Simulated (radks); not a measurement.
Re24+, configuration [Kr] 4d10 4f5 (the NIST ground configuration).

All-electron calculation, Dirac Kohn-Sham, exchange-only PBE, spin-unpolarised, spherical densities, finite nucleus; open shells fill j = l - 1/2 first; Fermi nuclear charge, rms radius 5.3698 fm. Program: a radial shooting solver on a logarithmic mesh with Libxc functionals.

Energy parts (hartree):
total: -16463.5619
kinetic: 18643.7298
electron-nucleus: -39786.9868
Hartree: 4980.7013
exchange: -301.0063

Orbitals (lengths in bohr, moments of r in powers of bohr; r(90%) holds 90 % of the orbital's charge):
[
 {"orbital": "1s1/2", "occ.": "2", "eigenvalue (hartree)": "-2655.626", "r(90%)": "0.0329", "small-component weight": "8.02e-02"},
 {"orbital": "2s1/2", "occ.": "2", "eigenvalue (hartree)": "-482.3447", "r(90%)": "0.118", "small-component weight": "1.82e-02"},
 {"orbital": "2p1/2", "occ.": "2", "eigenvalue (hartree)": "-462.7663", "r(90%)": "0.104", "small-component weight": "1.83e-02"},
 {"orbital": "2p3/2", "occ.": "4", "eigenvalue (hartree)": "-409.8725", "r(90%)": "0.115", "small-component weight": "1.65e-02"},
 {"orbital": "3s1/2", "occ.": "2", "eigenvalue (hartree)": "-132.3619", "r(90%)": "0.289", "small-component weight": "6.03e-03"},
 {"orbital": "3p1/2", "occ.": "2", "eigenvalue (hartree)": "-123.6247", "r(90%)": "0.281", "small-component weight": "5.98e-03"},
 {"orbital": "3p3/2", "occ.": "4", "eigenvalue (hartree)": "-112.0963", "r(90%)": "0.301", "small-component weight": "5.46e-03"},
 {"orbital": "3d3/2", "occ.": "4", "eigenvalue (hartree)": "-97.40439", "r(90%)": "0.274", "small-component weight": "5.33e-03"},
 {"orbital": "3d5/2", "occ.": "6", "eigenvalue (hartree)": "-94.90453", "r(90%)": "0.280", "small-component weight": "5.19e-03"},
 {"orbital": "4s1/2", "occ.": "2", "eigenvalue (hartree)": "-47.21599", "r(90%)": "0.607", "small-component weight": "2.17e-03"},
 {"orbital": "4p1/2", "occ.": "2", "eigenvalue (hartree)": "-43.51922", "r(90%)": "0.615", "small-component weight": "2.09e-03"},
 {"orbital": "4p3/2", "occ.": "4", "eigenvalue (hartree)": "-40.52495", "r(90%)": "0.653", "small-component weight": "1.91e-03"},
 {"orbital": "4d3/2", "occ.": "4", "eigenvalue (hartree)": "-34.42430", "r(90%)": "0.669", "small-component weight": "1.76e-03"},
 {"orbital": "4d5/2", "occ.": "6", "eigenvalue (hartree)": "-33.82888", "r(90%)": "0.681", "small-component weight": "1.71e-03"},
 {"orbital": "4f5/2", "occ.": "5", "eigenvalue (hartree)": "-26.16742", "r(90%)": "0.691", "small-component weight": "1.45e-03"},
 {"orbital": "4f7/2", "occ.": "0", "eigenvalue (hartree)": "-26.02456", "r(90%)": "0.696", "small-component weight": "1.43e-03"}
]

The highest occupied level is 4f5/2 at -712.05 eV. The electron density at the nucleus is 1.546e+06 e/bohr^3. Summed over all electrons, <r^2> = 6.135 bohr^2, which gives a Langevin (diamagnetic) susceptibility term of -4.86 x 10^-6 cm^3/mol. For comparison, the ionisation energy in NIST's Atomic Spectra Database is 760 eV (theoretical). In exact Kohn-Sham theory the highest level is minus the ionisation energy, but local and semilocal functionals leave it too shallow, through self-interaction and a potential that decays too fast; potentials with the right tail come closer.

Beside tabulated values, note that spin-unpolarised runs miss the spin-polarisation part of the exchange energy of open shells.
